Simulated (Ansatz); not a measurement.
`C[O][Sc]([NH2])[OH]` + `[OH][Ge][F]` → `[NH2][Sc]([OH])[OH]` + `C[O][Ge][F]`  (redistribution)

Gas-phase electronic energies from Ansatz, PBE0-D4/def2-TZVP geometries. CCSD(T)/CBS adds triple-zeta CCSD(T) − MP2 to the extrapolated MP2 energy (def2 sets, frozen cores). DFT in def2-TZVPP. B3LYP here is the variant with VWN-RPA as its local correlation; programs differ in this. HSE06 is defined as in plane-wave codes. For Ge, Sc outer-core shells are correlated without core-valence functions, which leaves a few kJ/mol of doubt a bond. Scalar relativity is left out up to krypton. One conformer a species, not always the lowest.

```csv
level,ΔE (kJ/mol),difference from CCSD(T)/CBS
LDA (SPW92),4.3,0.8
r2SCAN-D4,4.4,0.9
PBE0-D4,5.2,1.7
r2SCANh-D4,4.5,1.0
HSE06-D4,5.4,1.9
CAM-B3LYP-D4,3.1,-0.4
ωB97M-V,3.2,-0.3
BLYP,5.6,2.1
B3LYP,5.4,1.9
r2SCANh,4.6,1.1
HSE06,6.3,2.8
CAM-B3LYP,4.1,0.6
LC-ωPBE,4.6,1.1
RPA@PBE/def2-TZVPP,4.5,1.0
SCS-MP2/def2-QZVPP,3.5,0.0
CCSD/CBS(def2),3.8,0.3
CCSD(T)/CBS,3.5,0
```

Largest T1 diagnostic among the species: 0.016.

Leaving LDA and LC-ωPBE aside and taking each functional with its dispersion term where it has one, the values, not all of them listed here, spread over 3.0 kJ/mol, from BLYP-D4 to B97M-V. At CCSD(T), def2-SVP lies +7.5 kJ/mol from the extrapolated value and def2-TZVPP +0.7 kJ/mol.
